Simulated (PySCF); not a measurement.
A species of formula C2H10FNSi4 has this rotational fingerprint, computed with PBE0/pcSseg-1 in PySCF (dipole) on a GFN2-xTB geometry, gas phase:

```
Rotational constants : A = 2266, B = 510.6, C = 424.9 MHz
Dipole components    : |μa| = 0.12 D, |μb| = 1.18 D, |μc| = 0.00 D
Inertial defect      : -23.38 u·Å²
κ                    : -0.91
```

Task: Which candidate fits, each taken in the one conformer that was computed?
A. `[N:1]#[C:2][CH2:3][Si@@H:4]([F:5])[SiH2:6][SiH2:7][SiH3:8]` with C2–C3–Si4–F5 -82°, C3–Si4–Si6–Si7 -68°, Si4–Si6–Si7–Si8 -144°
B. `[F:1][SiH2:2][C:3]#[C:4][SiH2:5][N:6]([SiH3:7])[SiH3:8]` with C4–Si5–N6–Si7 -46°
C. `[N:1]#[C:2][SiH2:3][CH2:4][Si:5]([F:6])([SiH3:7])[SiH3:8]` with C2–Si3–C4–Si5 -175°, Si3–C4–Si5–F6 -50°
D. `[CH:1]#[C:2][SiH2:3][Si@@H:4]([NH:5][SiH3:6])[SiH2:7][F:8]` with C2–Si3–Si4–N5 -179°, Si3–Si4–N5–Si6 64°, Si3–Si4–Si7–F8 54°
E. `[F:1][SiH2:2][Si@:3]1([SiH3:4])[CH:5]=[CH:6][N:7]1[SiH3:8]` with F1–Si2–Si3–Si4 37°
F. `FC([SiH3])=C1[SiH2]N([SiH3])[SiH2]1`

Result: F. It is FC([SiH3])=C1[SiH2]N([SiH3])[SiH2]1, a near-prolate asymmetric top. The candidates at the same level (rigid rotor, commonest isotopes):

| SMILES | A (MHz) | B (MHz) | C (MHz) | μa (D) | μb (D) | μc (D) | Δ (u·Å²) | point group | rotor |
| --- | --- | --- | --- | --- | --- | --- | --- | --- | --- |
| F[SiH2][Si@]1([SiH3])C=CN1[SiH3] | 1116 | 708.8 | 593.8 | 1.66 | 0.35 | 0.24 | -314.54 | C1 | asymmetric top |
| N#C[SiH2]C[Si](F)([SiH3])[SiH3] | 1349 | 483.8 | 414.1 | 3.58 | 0.77 | 0.35 | -198.69 | C1 | asymmetric top |
| C#C[SiH2][Si@@H](N[SiH3])[SiH2]F | 1116 | 648.4 | 449.7 | 2.02 | 0.85 | 0.95 | -108.48 | C1 | asymmetric top |
| N#CC[Si@@H](F)[SiH2][SiH2][SiH3] | 1557 | 491.2 | 427.6 | 1.54 | 2.19 | 1.86 | -171.56 | C1 | asymmetric top |
| FC([SiH3])=C1[SiH2]N([SiH3])[SiH2]1 | 2266 | 510.6 | 424.9 | 0.12 | 1.18 | 0.00 | -23.38 | – | near-prolate asymmetric top |
| F[SiH2]C#C[SiH2]N([SiH3])[SiH3] | 2343 | 335.3 | 312.0 | 1.42 | 0.28 | 1.29 | -103.02 | C1 | near-prolate asymmetric top |

`N#C[SiH2]C[Si](F)([SiH3])[SiH3]` has A 40 % too low; `N#CC[Si@@H](F)[SiH2][SiH2][SiH3]` has A 31 % too low; `F[SiH2]C#C[SiH2]N([SiH3])[SiH3]` has B 34 % too low; `C#C[SiH2][Si@@H](N[SiH3])[SiH2]F` has A 51 % too low; `F[SiH2][Si@]1([SiH3])C=CN1[SiH3]` has A 51 % too low. No structure here is proved a minimum.
